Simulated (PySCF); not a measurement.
# One molecule, several mistakes: AlBGeH5O

All numbers below are calculated, not measured. They come from PySCF 2.14.0, an open-source quantum chemistry program, on an isolated molecule that a program drew, which may never have been made. The molecule is AlBGeH5O (charge 0, doublet), drawn as the SMILES string `[AlH][BH][O][GeH3]`.

Each row is a Hartree-Fock (HF) and frozen-core CCSD(T) single point in the cc-pV(D+d)Z basis, meant for a local HF minimum. Run 1 is clean. Each other run has one planted mistake out of seven kinds, and not every kind appears here: one electron removed, one electron added, multiplicity raised by two, geometry at a saddle point, minimal basis STO-3G, one bond length entered in bohr, all coordinates scaled. The reference is restricted for singlets and unrestricted otherwise, and also for a bond in bohr. Adding or removing an electron swaps singlet and doublet. Electrons count all cores. HOMO and LUMO are orbital energies over both spins, the gradient is its largest component, and the lowest frequency (negative if imaginary) is given only where the gradient is small. Bond lengths are over the 8 bonds as drawn. T1 is the CCSD diagnostic: over 0.02 (restricted) or 0.045 (unrestricted) a single reference is doubtful. Germanium has the cc-pVDZ-PP basis, with a core potential (ECP10MDF) in place of its 10 inner electrons, and its 3s, 3p and 3d shells are frozen in CCSD(T).

Geometry of the clean run:
```xyz
9
AlBGeH5O, angstrom
Al   -2.0850   -0.2125    0.8703
B    -0.4623   -0.6326   -0.5391
O     0.5622    0.1749   -0.8836
Ge    1.0589    1.7881   -0.2869
H    -2.0534   -0.7060    2.3917
H    -0.5205   -1.6907   -1.1335
H     0.0725    2.1932    0.8146
H     2.4740    1.6442    0.2573
H     0.9947    2.7425   -1.4721
```

| run | electrons | basis functions | <S^2> | HOMO (eV) | LUMO (eV) | gradient (hartree/bohr) | lowest frequency (cm^-1) | mean bond (Å) | longest bond (Å) | T1 | HF (hartree) | CCSD(T) (hartree) | mistake |
|---|---|---|---|---|---|---|---|---|---|---|---|---|---|
| 1 | 63 | 99 | 0.773 | -7.34 | 0.91 | 4.2e-05 | 70 | 1.5904 | 2.190 | 0.0196 | -637.74854 | -638.22339 | no fault |
| 2 | 62 | 99 | 0.000 | -15.08 | -5.94 | 5.6e-02 | - | 1.5904 | 2.190 | 0.0221 | -637.50406 | -637.97784 | one electron removed |
| 3 | 63 | 99 | 0.774 | -7.45 | 0.80 | 2.7e-02 | - | 1.6699 | 2.300 | 0.0210 | -637.73061 | -638.21311 | all coordinates scaled |
| 4 | 63 | 99 | 1.694 | -7.53 | 0.80 | 2.5e-02 | - | 1.7405 | 2.550 | 0.0708 | -637.57835 | -638.03126 | one bond length entered in bohr |
| 5 | 64 | 99 | 0.000 | -0.09 | 6.05 | 4.3e-02 | - | 1.5904 | 2.190 | 0.0202 | -637.72416 | -638.23190 | ? |

**Which mistake was planted in run 5, and what did it cost?**

It counts 64 electrons, one more than the clean run, at the same geometry and basis. So the mistake is: one electron added. Subtracting run 1 and multiplying by 627.51 kcal/mol a hartree, the energy moved by 15.3 kcal/mol in HF and -5.3 kcal/mol in CCSD(T).

Cautions from the logs. Run 2: T1 is over the limit, so its CCSD(T) energy is less reliable; run 4: T1 is over the limit, so its CCSD(T) energy is less reliable; run 5: T1 is over the limit, so its CCSD(T) energy is less reliable.
